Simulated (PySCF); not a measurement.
B3LYP has the VWN-RPA correlation part, as in Gaussian. 

```xyz
23

B      1.3444    -0.6579     1.8482
C      0.3669    -0.2912     0.7038
C     -0.2995     1.0298     1.2245
C     -0.8372     1.6971    -0.0726
C     -0.4963     0.6820    -1.1664
C     -1.3803    -0.5603    -0.9669
C     -0.7825    -1.2321     0.2951
C      0.8730     0.1985    -0.6786
C      1.5659    -0.8630    -1.4797
O      1.1556    -1.3531    -2.4987
H      0.9663    -1.3104     2.7953
H      2.4684    -0.2052     1.8641
H      0.4256     1.6876     1.7334
H     -1.0910     0.7994     1.9524
H     -1.9174     1.9006    -0.0173
H     -0.3319     2.6579    -0.2550
H     -0.5244     1.0874    -2.1873
H     -2.4370    -0.2791    -0.8400
H     -1.3129    -1.2232    -1.8395
H     -1.5075    -1.3541     1.1137
H     -0.3984    -2.2376     0.0615
H      1.6014     1.0201    -0.5441
H      2.5487    -1.1933    -1.0458
```

Charge 0, multiplicity 1.

Q: Give the Mulliken and meta-Löwdin atomic charges from B3LYP-D3(BJ)/def2-TZVP // PBE0-D4/def2-SVP in PySCF 2.14.0.

A: 
| atom | Mulliken (e) | meta-Löwdin (e) |
|---|---|---|
| B1 | -0.02 | 0.01 |
| C2 | 0.08 | -0.04 |
| C3 | -0.25 | -0.18 |
| C4 | -0.21 | -0.20 |
| C5 | 0.04 | -0.07 |
| C6 | -0.21 | -0.21 |
| C7 | -0.23 | -0.20 |
| C8 | 0.01 | -0.12 |
| C9 | 0.04 | 0.29 |
| O10 | -0.26 | -0.39 |
| H11 | 0.00 | 0.01 |
| H12 | 0.00 | 0.00 |
| H13 | 0.11 | 0.10 |
| H14 | 0.10 | 0.11 |
| H15 | 0.10 | 0.10 |
| H16 | 0.09 | 0.10 |
| H17 | 0.09 | 0.10 |
| H18 | 0.08 | 0.10 |
| H19 | 0.12 | 0.12 |
| H20 | 0.09 | 0.10 |
| H21 | 0.11 | 0.10 |
| H22 | 0.08 | 0.11 |
| H23 | 0.07 | 0.06 |
